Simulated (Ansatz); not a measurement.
```yaml
crystal:
  periodic: [false, false, false]
  atoms:
    - {symbol: C, position_ang: [-0.792181, 2.118952, -1.273131]}
    - {symbol: Zn, position_ang: [0.440265, 0.794667, -0.557064]}
    - {symbol: Te, position_ang: [2.023686, -0.894195, 0.356928]}
    - {symbol: C, position_ang: [0.525723, -2.129780, 1.307554]}
    - {symbol: H, position_ang: [-1.383001, 1.695894, -2.088253]}
    - {symbol: H, position_ang: [-1.474326, 2.469460, -0.495548]}
    - {symbol: H, position_ang: [-0.240590, 2.979692, -1.658386]}
    - {symbol: H, position_ang: [1.067905, -2.949513, 1.774840]}
    - {symbol: H, position_ang: [-0.003875, -1.561628, 2.067445]}
    - {symbol: H, position_ang: [-0.163606, -2.523550, 0.565616]}
basis:
  gaussian: {orbitals: def2-SVPD}
magnetization: {spin_polarized: true, initial_magnetization: 1}
hamiltonian: {xc: {name: wPBEh}}
scf: {lower_state_search: light}
```

```sh
$ ansatz run in.yaml --threads 4 --pin off --events-out ev --progress --plain --max-ram 10444MiB
```

(1) How does Ansatz answer? (Best estimate.)

Results:

(1) The calculation gave: The program refused the input.
```
Error: a molecule whose nuclei and cores have a total charge of 72 cannot have a net charge of 0 together with 1 unpaired electrons
```
